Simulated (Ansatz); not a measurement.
Reaction (ligand exchange at the Si–O bond): `[F][Al]([F])[O][SiH3]` + `N=CF` → `F/C=N/[SiH3]` + `[OH][Al]([F])[F]`

Isolated molecules relaxed with PBE0-D4/def2-TZVP in Ansatz; ΔE leaves out vibrations. CCSD(T)/CBS is the MP2 limit (def2-TZVPP, def2-QZVPP) plus CCSD(T) − MP2 in def2-TZVPP, frozen cores. This one scheme is used for every species. DFT in def2-TZVPP. Each species was taken in one conformer, which may not be the lowest.

```json
{"level": "BHLYP-D4", "ΔE (kcal/mol)": "15.9", "difference from CCSD(T)/CBS": "1.5"}
{"level": "CAM-B3LYP-D4", "ΔE (kcal/mol)": "14.7", "difference from CCSD(T)/CBS": "0.3"}
{"level": "B2PLYP", "ΔE (kcal/mol)": "14.2", "difference from CCSD(T)/CBS": "-0.2"}
{"level": "PBE", "ΔE (kcal/mol)": "11.5", "difference from CCSD(T)/CBS": "-2.9"}
{"level": "BLYP", "ΔE (kcal/mol)": "13.1", "difference from CCSD(T)/CBS": "-1.3"}
{"level": "r2SCAN", "ΔE (kcal/mol)": "13.4", "difference from CCSD(T)/CBS": "-1.0"}
{"level": "BHLYP", "ΔE (kcal/mol)": "15.7", "difference from CCSD(T)/CBS": "1.3"}
{"level": "LC-ωPBE", "ΔE (kcal/mol)": "13.8", "difference from CCSD(T)/CBS": "-0.6"}
{"level": "HF/def2-TZVPP", "ΔE (kcal/mol)": "18.0", "difference from CCSD(T)/CBS": "3.6"}
{"level": "CCSD(T)/def2-TZVPP", "ΔE (kcal/mol)": "14.7", "difference from CCSD(T)/CBS": "0.3"}
{"level": "CCSD(T)/CBS", "ΔE (kcal/mol)": "14.4", "difference from CCSD(T)/CBS": "0"}
```

Largest T1 diagnostic among the species: 0.014.

At CCSD(T), def2-SVP lies +1.6 kcal/mol from the extrapolated value and def2-TZVPP +0.3 kcal/mol. From r2SCAN to r2SCAN0 (25 % exact exchange), in def2-TZVPP and without D4, ΔE moves by +0.8 kcal/mol.
